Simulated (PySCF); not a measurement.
Isomers of C7H11FO, from PBE0-D3(BJ)/def2-SVP geometry optimisation, gas phase (PySCF). One conformer each, no zero-point energy, no frequencies.

Question: Which isomer lies lowest at this level?
A. `[CH3:1][C:2]1([CH3:3])[CH2:4][C@:5]1([CH3:6])[C:7](=[O:8])[F:9]` with C4–C5–C7–O8 -14°: A = 2347, B = 1405, C = 1114 MHz, dipole 3.25 D
B. `[CH3:1][C@@H:2]1[CH2:3][C@H:4]2[O:5][C@H:6]2[C@H:7]1[CH2:8][F:9]` with C6–C7–C8–F9 -63°, C1–C2–C3–C4 -154°, C2–C3–C4–O5 -45°, C3–C4–O5–C6 99°, C4–O5–C6–C7 -99°: A = 2170, B = 1503, C = 989.3 MHz, dipole 2.57 D
C. `[CH3:1][CH2:2][C@@H:3]1[CH2:4][C:5](=[O:6])[CH2:7][C@H:8]1[F:9]` with C1–C2–C3–C4 -73°, C2–C3–C4–C5 -86°, C3–C4–C5–O6 161°, C4–C5–C7–C8 -6°, C5–C7–C8–F9 -88°: A = 2011, B = 1374, C = 987.2 MHz, dipole 2.95 D

Answer: C. That is `CC[C@@H]1CC(=O)C[C@H]1F`, 3.4 kcal/mol below the next.

```csv
SMILES,mapped SMILES,E (Eh),relative (kcal/mol),relative (kJ/mol),dipole (D)
CC[C@@H]1CC(=O)C[C@H]1F,[CH3:1][CH2:2][C@@H:3]1[CH2:4][C:5](=[O:6])[CH2:7][C@H:8]1[F:9],-447.62576,0.0,0.0,2.95
CC1(C)C[C@]1(C)C(=O)F,[CH3:1][C:2]1([CH3:3])[CH2:4][C@:5]1([CH3:6])[C:7](=[O:8])[F:9],-447.62041,3.4,14.0,3.25
C[C@@H]1C[C@H]2O[C@H]2[C@H]1CF,[CH3:1][C@@H:2]1[CH2:3][C@H:4]2[O:5][C@H:6]2[C@H:7]1[CH2:8][F:9],-447.58712,24.2,101.4,2.57
```

As drawn, the lowest has a C=O bond, which the highest lacks; the highest has a three-membered ring, which the lowest lacks.
